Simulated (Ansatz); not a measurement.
`C[N](C)[Ge][Cl]` + CH₃OH → `C[O][Ge][Cl]` + dimethylamine at 400 K and 1 bar (ligand exchange at a Ge–N bond).

Gas-phase electronic energies from Ansatz, PBE0-D4/def2-TZVP geometries. CBS: MP2 limit from def2 TZ/QZ plus the TZ coupled-cluster correction, frozen cores. This one scheme is used for every species. For Ge outer-core shells are correlated without core-valence functions, which leaves a few kJ/mol of doubt a bond. Scalar relativity is left out up to krypton. One conformer a species, not always the lowest.

```tsv
species	CCSD(T)/CBS energy (Eh)	H − E (kJ/mol)	S (J/(mol·K))
`C[N](C)[Ge][Cl]`	-2670.35761	252.2	389.1
CH₃OH	-115.61712	151.2	252.6
`C[O][Ge][Cl]`	-2650.97453	139.2	359.7
`CNC`	-135.00321	264.6	293.2
```

H − E and S are ideal-gas, rigid-rotor, harmonic terms from PBE0-D4/def2-TZVP, for one conformer and one mirror image of each species. 1 Eh = 2625.50 kJ/mol, R = 8.31446 J/(mol·K).

Q: By hand: ΔE, ΔH, ΔS and ΔG.

A: ΔE = (-2650.97453) + (-135.00321) − (-2670.35761) − (-115.61712) = -0.00301 Eh = -7.9 kJ/mol. Δ(H − E) = 139.2 + 264.6 − 252.2 − 151.2 = 0.4, so ΔH = -7.5 kJ/mol. ΔS = 359.7 + 293.2 − 389.1 − 252.6 = 11.2 J/(mol·K). ΔG = -7.5 − 400 × (11.2)/1000 = -12.0 kJ/mol.

Q: By hand: the equilibrium constant, and the temperature at which ΔG would vanish if ΔH and ΔS stayed fixed.

A: log₁₀ K = −ΔG/(RT ln 10) = 1.6. ΔH and −TΔS have one sign here, so there is no such temperature.

TΔS isn't small against ΔH here. A doubt of 5 kJ/mol in ΔE shifts log₁₀ K by 0.7 here. Other conformers and mirror images would add mixing entropy, several J/(mol·K) or more a flexible species. These are equilibria of isolated gas molecules and say nothing of rates. Largest T1 diagnostic: 0.015 (customary marks: 0.02 for closed shells, 0.045 for open ones).

ΔS is within the doubt of such terms, so its sign, and with it that verdict, could turn.
